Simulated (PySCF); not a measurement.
## Spin-orbit coupling and the first ionisation energy along the lanthanides

Two-component X2C-1e calculated with PySCF 2.14: MP2 on generalised Hartree-Fock spinors (GMP2), with spin-orbit coupling off and on (screened by Boettger's factors); no Breit or QED terms. Values in eV; the references (NIST) lie between the lowest levels. Elements whose determinants are no pure J levels are left out.

| element | configurations | spin-free | with spin-orbit | shift | reference |
| --- | --- | --- | --- | --- | --- |
| Eu (x2c-TZVPall-2c with one added diffuse shell each of s, p, d, f type, [Ar] 3d10 frozen) | [Xe] 4f7 6s2 → [Xe] 4f7 6s1 | 5.568 | 5.570 | 0.002 | 5.670 |
| Tb (x2c-TZVPall-2c with one added diffuse shell each of s, p, d, f type, [Ar] 3d10 frozen) | [Xe] 4f9 6s2 → [Xe] 4f9 6s1 | 5.775 | 5.777 | 0.002 | 5.864 |
| Dy (x2c-TZVPall-2c with one added diffuse shell each of s, p, d, f type, [Ar] 3d10 frozen) | [Xe] 4f10 6s2 → [Xe] 4f10 6s1 | 5.857 | 5.860 | 0.003 | 5.939 |
| Ho (x2c-QZVPPall-2c, [Ar] 3d10 frozen) | [Xe] 4f11 6s2 → [Xe] 4f11 6s1 | 6.011 | 6.014 | 0.003 | 6.021 |
| Er (x2c-TZVPall-2c with one added diffuse shell each of s, p, d, f type, [Ar] 3d10 frozen) | [Xe] 4f12 6s2 → [Xe] 4f12 6s1 | 6.032 | 6.037 | 0.004 | 6.108 |
| Tm (x2c-TZVPall-2c with one added diffuse shell each of s, p, d, f type, [Ar] 3d10 frozen) | [Xe] 4f13 6s2 → [Xe] 4f13 6s1 | 6.115 | 6.121 | 0.005 | 6.184 |
| Yb (x2c-TZVPall-2c with one added diffuse shell each of s, p, d, f type, [Ar] 3d10 frozen) | [Xe] 4f14 6s2 → [Xe] 4f14 6s1 | 6.191 | 6.197 | 0.006 | 6.254 |
| Lu (x2c-TZVPPall-2c, [Ar] 3d10 frozen) | [Xe] 4f14 5d1 6s2 → [Xe] 4f14 6s2 | 4.780 | 4.960 | 0.180 | 5.426 |

The largest shift is at Lu, 0.180 eV, where spin-orbit coupling lowers the species with more electrons by more than the one with fewer (starting occupations 5d3/2^1 and closed).

What remains against the references is mostly the basis and correlation beyond MP2.
